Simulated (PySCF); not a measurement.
**Working with the constants of HBr⁺**

UHF-CCSD(T) constants of HBr⁺, ²Π (doublet), unpaired electrons π ↑ (H pcseg-1, Br pcseg-1; no relativity (PySCF 2.14); masses 1.0078 and 78.9183 u):

* ωe: 2443.3 cm⁻¹
* ωexe: 46.1 cm⁻¹
* Be: 7.9725 cm⁻¹
* αe: 0.235 cm⁻¹
* D (centrifugal): 0.000340 cm⁻¹
* De to H + Br⁺: 3.75 eV

Problem. Give the vibrational terms G(v) and spacings up to v = 6.

Solution. G(v) = ωe(v+½) − ωexe(v+½)².

```
v  G(v) (cm⁻¹)  G(v) − G(v−1)  Bv (cm⁻¹)
0         1210                     7.855
1         3561           2351      7.620
2         5820           2259      7.385
3         7987           2167      7.150
4        10061           2074      6.915
5        12044           1982      6.680
6        13934           1890      6.445
```

Problem. How well does the Morse estimate ωe²/(4ωexe) reproduce De, and what is D0?

Solution. It gives 4.01 eV, 107 % of the computed De. D0 = De − G(0) = 3.75 − 0.15 = 3.60 eV.

Correlated steps freeze 9 core orbitals. Correlated levels converge slowly with the basis: in double zeta they bind strong bonds too weakly, by up to about 1 eV, and carry superposition errors of some tenths. Spin–orbit coupling is left out. For an ion De counts to the pair picked by the measured ionisation energies or electron affinities, which need not be the lowest pair at this level. The state was picked by a PBE0 search and need not be the measured ground state.
